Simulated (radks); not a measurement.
Initial-state core-level shifts of the hafnium ion Hf3+ when its valence configuration changes from [Xe] 4f14 5d1. Calculated with a radial shooting solver on a logarithmic mesh with Libxc functionals: Dirac Kohn-Sham, PBE, spin-unpolarised, spherical densities, finite nucleus; open shells fill j = l - 1/2 first; Fermi nuclear charge, rms radius 5.347 fm. Shifts are changes of the shell-averaged eigenvalues in eV (positive: less bound); the change of the density at the nucleus, which sets a Mossbauer isomer shift, is in e/bohr^3, on a base of 1.209e+06.

| valence | 2p | 3s | 3d | 4d | density at nucleus |
|---|---|---|---|---|---|
| 4f13.5 5d1 6s0.5 | -6.234 | -6.804 | -6.750 | -6.258 | +88.1 |
| 4f13 5d1 6p1 | -13.885 | -15.072 | -14.961 | -13.882 | +78.4 |
| 4f13 5d1 6s1 | -12.808 | -13.991 | -13.879 | -12.798 | +184.8 |
| 4f14 6s1 | -3.480 | -3.387 | -3.407 | -3.414 | +116.9 |
| 4f14 6p1 | -4.581 | -4.486 | -4.508 | -4.520 | +16.3 |
| 4f13 5d2 | -9.137 | -10.411 | -10.278 | -9.213 | +60.8 |
| 4f13 6s2 | -16.675 | -17.746 | -17.659 | -16.550 | +322.6 |
| 4f12 5d1 6s2 | -26.889 | -29.424 | -29.188 | -26.616 | +404.3 |
| 4f13 6p2 | -18.796 | -19.871 | -19.786 | -18.681 | +99.2 |
